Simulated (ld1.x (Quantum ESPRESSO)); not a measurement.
# Mo: TM pseudisation with BLYP, scalar-relativistic reference atom.

```
Element                 : molybdenum
Generator               : ld1.x (Quantum ESPRESSO) 7.5
Type                    : norm-conserving Troullier–Martins (Kleinman–Bylander form)
Functional              : BLYP
Relativity              : scalar-relativistic
Frozen core             : [Ar] 3d10
Valence charge          : 14
Reference configuration : 4s2 4p6 4d6 5s0 5p0
Partial waves           : 4s (bound): rc 1.25 bohr; 4p (bound): rc 1.75 bohr; 4d (bound): rc 1.50 bohr; 4f channel at 0.05 Ry: rc 1.40 bohr
Local potential         : all-electron potential smoothed inside 1.10 bohr (lloc = -2)
Core correction         : a·sin(br)/r model core inside 1.00 bohr
```

All-electron outer shells of the reference configuration (BLYP, scalar-relativistic, ld1.x):

```
shell  level (eV)  outermost node (bohr)  outermost maximum (bohr)
   3p     -376.95                   0.17                      0.38
   3d     -218.78                      –                      0.32
   4s      -62.20                   0.51                      0.99
   4p      -36.40                   0.52                      1.08
   5s       -3.50                   1.35                      3.04
   4d       -2.27                   0.53                      1.40
   5p       -0.77                   1.56                      4.48
```

Task: Does the generator finish with these settings?

Result: Yes, a potential is produced.

Task: Estimate the cutoffs (Ry, on a coarse ladder) from which the occupation-weighted sum of valence levels, in a spherical-Bessel basis at the reference potential, stays within 10 and 1 mRy of its value at 400 Ry.

Result: 90 Ry and 160 Ry.

Task: What does a ghost test show?

Result: No extra level below or beside the all-electron valence levels (s, p, d, f tested).

Task: Which valence shell sets the plane-wave cutoff?

Result: 4s: its level needs 140 Ry to come within 1 mRy, against 45 Ry for 4d.

Task: Tests: 4s2 4p6 4d5 5s1 5p0; 4s2 4p6 4d5 5s0 5p0; 4s2 4p6 4d4 5s0 5p0; 4s2 4p6 4d4 5s1 5p0; 4s1 4p6 4d5 5s1 5p0; 4s2 4p6 4d4 5s1 5p1; 4s2 4p6 4d2 5s0 5p0. Which has the largest error in its energy relative to the reference configuration, and how large is it?

Result: 4s1 4p6 4d5 5s1 5p0, with +306 meV (all-electron minus pseudo) on +69.25 eV.
